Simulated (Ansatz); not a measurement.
# Molecular dynamics of H9NOSi3

Input file:

```yaml
crystal:
  periodic: [false, false, false]
  atoms:
    - { symbol: O, position_ang: [-2.387179, -0.137545, 2.055674] }
    - { symbol: Si, position_ang: [-1.351795, -0.182969, 0.737437] }
    - { symbol: "N", position_ang: [0.290927, -0.668076, 1.161527] }
    - { symbol: Si, position_ang: [1.753295, -0.510281, -0.154967] }
    - { symbol: Si, position_ang: [0.914536, 0.857098, -1.860744] }
    - { symbol: H, position_ang: [-2.20768, 0.580446, 2.693994] }
    - { symbol: H, position_ang: [-1.173661, 1.172469, 0.093218] }
    - { symbol: H, position_ang: [-1.98228, -1.182899, -0.197818] }
    - { symbol: H, position_ang: [0.401074, -1.548759, 1.69056] }
    - { symbol: H, position_ang: [1.528609, -0.049403, 1.382601] }
    - { symbol: H, position_ang: [1.873856, -1.910238, -0.750438] }
    - { symbol: H, position_ang: [0.74372, 2.281421, -1.383909] }
    - { symbol: H, position_ang: [-0.388458, 0.410548, -2.492108] }
    - { symbol: H, position_ang: [1.972038, 0.858989, -2.946326] }
basis:
  gaussian: { orbitals: cc-pVDZ }
hamiltonian:
  xc: lda
md:
  timestep: 0.5
  n_steps: 114
  ensemble: nve
  temperature: 100.0
  initial_velocities: maxwell_boltzmann
  seed: 4405
```

Launched with:

```bash
$ ansatz run input.yaml --threads 2 --pin off --max-ram 3072MiB --backend cpu --events-out ev --progress --plain --runs-dir out
```

It starts at the highest image of a converged band. Of that band: Neighbouring images differ by up to 2.0 eV, so the band resolves the path poorly. A vibrational analysis at the climbing image gives one clearly imaginary mode, 1308i cm⁻¹: a first-order saddle point.

Output, in part (one step line in 2, the closing report, with atoms numbered from 0):

```
md step     0: t =     0.00 fs  T =   100.0 K  F+E_penalty+E_count = -27192.05949899 eV  E_kin = 0.155112 eV  conserved = -27191.90438699 eV  (29 SCF iters)
md step     2: t =     1.00 fs  T =    95.5 K  F+E_penalty+E_count = -27192.05248119 eV  E_kin = 0.148177 eV  conserved = -27191.90430451 eV  (31 SCF iters)
md step     4: t =     2.00 fs  T =    85.0 K  F+E_penalty+E_count = -27192.03595769 eV  E_kin = 0.131817 eV  conserved = -27191.90414111 eV  (31 SCF iters)
md step     6: t =     3.00 fs  T =    74.6 K  F+E_penalty+E_count = -27192.01967195 eV  E_kin = 0.115638 eV  conserved = -27191.90403385 eV  (25 SCF iters)
md step     8: t =     4.00 fs  T =    68.5 K  F+E_penalty+E_count = -27192.01027695 eV  E_kin = 0.106250 eV  conserved = -27191.90402732 eV  (31 SCF iters)
md step    10: t =     5.00 fs  T =    67.3 K  F+E_penalty+E_count = -27192.00851165 eV  E_kin = 0.104450 eV  conserved = -27191.90406180 eV  (31 SCF iters)
md step    12: t =     6.00 fs  T =    69.9 K  F+E_penalty+E_count = -27192.01247008 eV  E_kin = 0.108389 eV  conserved = -27191.90408120 eV  (30 SCF iters)
md step    14: t =     7.00 fs  T =    75.2 K  F+E_penalty+E_count = -27192.02074852 eV  E_kin = 0.116642 eV  conserved = -27191.90410656 eV  (31 SCF iters)
md step    16: t =     8.00 fs  T =    82.3 K  F+E_penalty+E_count = -27192.03177029 eV  E_kin = 0.127645 eV  conserved = -27191.90412570 eV  (31 SCF iters)
md step    18: t =     9.00 fs  T =    90.8 K  F+E_penalty+E_count = -27192.04495168 eV  E_kin = 0.140916 eV  conserved = -27191.90403552 eV  (31 SCF iters)
md step    20: t =    10.00 fs  T =   104.8 K  F+E_penalty+E_count = -27192.06638516 eV  E_kin = 0.162582 eV  conserved = -27191.90380325 eV  (31 SCF iters)
md step    22: t =    11.00 fs  T =   133.5 K  F+E_penalty+E_count = -27192.11055353 eV  E_kin = 0.207005 eV  conserved = -27191.90354836 eV  (30 SCF iters)
md step    24: t =    12.00 fs  T =   187.0 K  F+E_penalty+E_count = -27192.19352093 eV  E_kin = 0.290105 eV  conserved = -27191.90341568 eV  (31 SCF iters)
md step    26: t =    13.00 fs  T =   271.5 K  F+E_penalty+E_count = -27192.32458221 eV  E_kin = 0.421144 eV  conserved = -27191.90343825 eV  (29 SCF iters)
md step    28: t =    14.00 fs  T =   387.3 K  F+E_penalty+E_count = -27192.50436868 eV  E_kin = 0.600820 eV  conserved = -27191.90354827 eV  (29 SCF iters)
md step    30: t =    15.00 fs  T =   531.9 K  F+E_penalty+E_count = -27192.72872187 eV  E_kin = 0.824991 eV  conserved = -27191.90373122 eV  (30 SCF iters)
md step    32: t =    16.00 fs  T =   699.8 K  F+E_penalty+E_count = -27192.98962585 eV  E_kin = 1.085517 eV  conserved = -27191.90410914 eV  (29 SCF iters)
md step    34: t =    17.00 fs  T =   879.6 K  F+E_penalty+E_count = -27193.26904564 eV  E_kin = 1.364298 eV  conserved = -27191.90474807 eV  (29 SCF iters)
md step    36: t =    18.00 fs  T =  1051.1 K  F+E_penalty+E_count = -27193.53581991 eV  E_kin = 1.630351 eV  conserved = -27191.90546903 eV  (28 SCF iters)
md step    38: t =    19.00 fs  T =  1192.0 K  F+E_penalty+E_count = -27193.75490329 eV  E_kin = 1.848892 eV  conserved = -27191.90601174 eV  (28 SCF iters)
md step    40: t =    20.00 fs  T =  1285.8 K  F+E_penalty+E_count = -27193.90070251 eV  E_kin = 1.994431 eV  conserved = -27191.90627182 eV  (30 SCF iters)
md step    42: t =    21.00 fs  T =  1325.5 K  F+E_penalty+E_count = -27193.96224852 eV  E_kin = 2.055952 eV  conserved = -27191.90629666 eV  (28 SCF iters)
md step    44: t =    22.00 fs  T =  1311.5 K  F+E_penalty+E_count = -27193.94049426 eV  E_kin = 2.034348 eV  conserved = -27191.90614616 eV  (28 SCF iters)
md step    46: t =    23.00 fs  T =  1250.3 K  F+E_penalty+E_count = -27193.84523494 eV  E_kin = 1.939398 eV  conserved = -27191.90583695 eV  (29 SCF iters)
md step    48: t =    24.00 fs  T =  1153.5 K  F+E_penalty+E_count = -27193.69457857 eV  E_kin = 1.789164 eV  conserved = -27191.90541417 eV  (30 SCF iters)
md step    50: t =    25.00 fs  T =  1036.5 K  F+E_penalty+E_count = -27193.51271850 eV  E_kin = 1.607721 eV  conserved = -27191.90499760 eV  (30 SCF iters)
md step    52: t =    26.00 fs  T =   914.7 K  F+E_penalty+E_count = -27193.32352313 eV  E_kin = 1.418853 eV  conserved = -27191.90466991 eV  (29 SCF iters)
md step    54: t =    27.00 fs  T =   800.4 K  F+E_penalty+E_count = -27193.14598205 eV  E_kin = 1.241568 eV  conserved = -27191.90441434 eV  (28 SCF iters)
md step    56: t =    28.00 fs  T =   703.0 K  F+E_penalty+E_count = -27192.99466447 eV  E_kin = 1.090425 eV  conserved = -27191.90423903 eV  (28 SCF iters)
md step    58: t =    29.00 fs  T =   628.6 K  F+E_penalty+E_count = -27192.87918344 eV  E_kin = 0.974985 eV  conserved = -27191.90419888 eV  (30 SCF iters)
md step    60: t =    30.00 fs  T =   578.3 K  F+E_penalty+E_count = -27192.80126431 eV  E_kin = 0.896972 eV  conserved = -27191.90429185 eV  (30 SCF iters)
md step    62: t =    31.00 fs  T =   548.3 K  F+E_penalty+E_count = -27192.75497978 eV  E_kin = 0.850547 eV  conserved = -27191.90443270 eV  (30 SCF iters)
md step    64: t =    32.00 fs  T =   533.3 K  F+E_penalty+E_count = -27192.73182663 eV  E_kin = 0.827276 eV  conserved = -27191.90455018 eV  (30 SCF iters)
md step    66: t =    33.00 fs  T =   528.7 K  F+E_penalty+E_count = -27192.72486534 eV  E_kin = 0.820149 eV  conserved = -27191.90471634 eV  (29 SCF iters)
md step    68: t =    34.00 fs  T =   528.6 K  F+E_penalty+E_count = -27192.72500041 eV  E_kin = 0.819921 eV  conserved = -27191.90507953 eV  (30 SCF iters)
md step    70: t =    35.00 fs  T =   521.3 K  F+E_penalty+E_count = -27192.71406723 eV  E_kin = 0.808550 eV  conserved = -27191.90551696 eV  (30 SCF iters)
md step    72: t =    36.00 fs  T =   495.3 K  F+E_penalty+E_count = -27192.67374902 eV  E_kin = 0.768293 eV  conserved = -27191.90545650 eV  (30 SCF iters)
md step    74: t =    37.00 fs  T =   459.6 K  F+E_penalty+E_count = -27192.61733623 eV  E_kin = 0.712873 eV  conserved = -27191.90446331 eV  (29 SCF iters)
md step    76: t =    38.00 fs  T =   454.2 K  F+E_penalty+E_count = -27192.60784357 eV  E_kin = 0.704474 eV  conserved = -27191.90336939 eV  (29 SCF iters)
md step    78: t =    39.00 fs  T =   517.3 K  F+E_penalty+E_count = -27192.70623636 eV  E_kin = 0.802460 eV  conserved = -27191.90377594 eV  (29 SCF iters)
md step    80: t =    40.00 fs  T =   633.4 K  F+E_penalty+E_count = -27192.88789580 eV  E_kin = 0.982469 eV  conserved = -27191.90542643 eV  (29 SCF iters)
md step    82: t =    41.00 fs  T =   742.5 K  F+E_penalty+E_count = -27193.05818954 eV  E_kin = 1.151688 eV  conserved = -27191.90650184 eV  (30 SCF iters)
md step    84: t =    42.00 fs  T =   801.5 K  F+E_penalty+E_count = -27193.14959808 eV  E_kin = 1.243212 eV  conserved = -27191.90638574 eV  (28 SCF iters)
md step    86: t =    43.00 fs  T =   809.1 K  F+E_penalty+E_count = -27193.16085301 eV  E_kin = 1.255078 eV  conserved = -27191.90577452 eV  (28 SCF iters)
md step    88: t =    44.00 fs  T =   785.0 K  F+E_penalty+E_count = -27193.12290094 eV  E_kin = 1.217635 eV  conserved = -27191.90526586 eV  (30 SCF iters)
md step    90: t =    45.00 fs  T =   747.7 K  F+E_penalty+E_count = -27193.06472471 eV  E_kin = 1.159818 eV  conserved = -27191.90490674 eV  (30 SCF iters)
md step    92: t =    46.00 fs  T =   711.6 K  F+E_penalty+E_count = -27193.00836743 eV  E_kin = 1.103807 eV  conserved = -27191.90456047 eV  (30 SCF iters)
md step    94: t =    47.00 fs  T =   690.6 K  F+E_penalty+E_count = -27192.97541920 eV  E_kin = 1.071209 eV  conserved = -27191.90421057 eV  (30 SCF iters)
md step    96: t =    48.00 fs  T =   698.6 K  F+E_penalty+E_count = -27192.98751504 eV  E_kin = 1.083547 eV  conserved = -27191.90396771 eV  (29 SCF iters)
md step    98: t =    49.00 fs  T =   745.1 K  F+E_penalty+E_count = -27193.05961952 eV  E_kin = 1.155674 eV  conserved = -27191.90394509 eV  (28 SCF iters)
md step   100: t =    50.00 fs  T =   831.3 K  F+E_penalty+E_count = -27193.19357350 eV  E_kin = 1.289424 eV  conserved = -27191.90414964 eV  (29 SCF iters)
md step   102: t =    51.00 fs  T =   949.6 K  F+E_penalty+E_count = -27193.37746096 eV  E_kin = 1.472911 eV  conserved = -27191.90454991 eV  (28 SCF iters)
md step   104: t =    52.00 fs  T =  1084.3 K  F+E_penalty+E_count = -27193.58709809 eV  E_kin = 1.681924 eV  conserved = -27191.90517445 eV  (28 SCF iters)
md step   106: t =    53.00 fs  T =  1211.3 K  F+E_penalty+E_count = -27193.78487840 eV  E_kin = 1.878861 eV  conserved = -27191.90601783 eV  (28 SCF iters)
md step   108: t =    54.00 fs  T =  1298.5 K  F+E_penalty+E_count = -27193.92099230 eV  E_kin = 2.014084 eV  conserved = -27191.90690812 eV  (28 SCF iters)
md step   110: t =    55.00 fs  T =  1313.4 K  F+E_penalty+E_count = -27193.94461504 eV  E_kin = 2.037216 eV  conserved = -27191.90739894 eV  (28 SCF iters)
md step   112: t =    56.00 fs  T =  1240.4 K  F+E_penalty+E_count = -27193.83074898 eV  E_kin = 1.923959 eV  conserved = -27191.90678951 eV  (28 SCF iters)
md step   114: t =    57.00 fs  T =  1103.8 K  F+E_penalty+E_count = -27193.61717328 eV  E_kin = 1.712151 eV  conserved = -27191.90502225 eV  (29 SCF iters)
Total energy: -27193.61721845 eV, -999.3470002822 hartree
Atom 0 at    -2.277618    -0.069294     2.036090 Å, force     0.172737     0.460960    -0.008244 eV/Å
Atom 1 at    -1.325667    -0.234217     0.652239 Å, force    -0.316877     0.258582     0.004321 eV/Å
Atom 2 at     0.287975    -0.636044     1.129162 Å, force     0.355046    -0.475024    -1.088002 eV/Å
Atom 3 at     1.675566    -0.497111    -0.100270 Å, force    -2.385816    -2.206054     0.023487 eV/Å
Atom 4 at     0.861997     0.839797    -1.778261 Å, force     0.033068     0.919868    -0.559534 eV/Å
Atom 5 at    -1.955877     0.683503     2.588017 Å, force    -0.168178    -0.332516    -0.124938 eV/Å
Atom 6 at    -1.238422     1.046858    -0.205697 Å, force     0.035541    -0.312685     0.287639 eV/Å
Atom 7 at    -2.028312    -1.302106    -0.118808 Å, force    -0.283727    -0.169567    -0.154720 eV/Å
Atom 8 at     0.255604    -1.523673     1.665838 Å, force     0.279566     0.157403     0.018612 eV/Å
Atom 9 at     2.462873    -0.025406     0.970114 Å, force     2.209900     0.853964     0.685031 eV/Å
Atom 10 at     2.132930    -1.897401    -0.791264 Å, force    -0.294445     1.198701     0.704573 eV/Å
Atom 11 at     0.679721     2.275476    -1.322645 Å, force    -0.103106    -0.123447     0.049730 eV/Å
Atom 12 at    -0.337259     0.430428    -2.632760 Å, force     0.187675    -0.180506     0.417374 eV/Å
Atom 13 at     1.999606     0.939477    -2.750757 Å, force     0.278616    -0.049681    -0.255330 eV/Å
Dipole moment:     0.251148     0.019949     0.133037 e Å
```

The run went to its last step. The conserved energy stayed within 0.22 meV per atom of its start (net change -0.045 meV per atom), so the integration is sound. The kinetic energy rose, since the run started high on the potential surface and went downhill. A run of 0.057 ps of so small a system gives no equilibrium averages. The orbitals stay closed-shell, which can raise the energy where a bond breaks towards radicals; this wasn't checked here.

Between its relaxed ends the band would form N3–H10 and break Si4–H10. These pairs go: N3–H10 1.40 → 2.26 Å, Si4–H10 1.62 → 1.41 Å. In the last frame they stand as before the step (other bonds may differ from the relaxed reactants and products). These pairs come and go: their bonding changes 4 times, last at 52 of 57 fs, so the outcome isn't settled. It ends as one piece, H9NOSi3. Pairs count as bonded within 1.25 times the sum of covalent radii (0.12 Å more for H–H).

Last frame:

```xyz
14
Properties=species:S:1:pos:R:3
O -2.278 -0.069 2.036
Si -1.326 -0.234 0.652
N 0.288 -0.636 1.129
Si 1.676 -0.497 -0.100
Si 0.862 0.840 -1.778
H -1.956 0.683 2.588
H -1.238 1.047 -0.206
H -2.028 -1.302 -0.119
H 0.256 -1.524 1.666
H 2.463 -0.025 0.970
H 2.133 -1.897 -0.791
H 0.680 2.276 -1.323
H -0.337 0.430 -2.633
H 2.000 0.940 -2.751
```

Time of the run: 7.8 min on 2 threads of AMD EPYC 7571, on a shared host, peak memory 0.21 GiB.
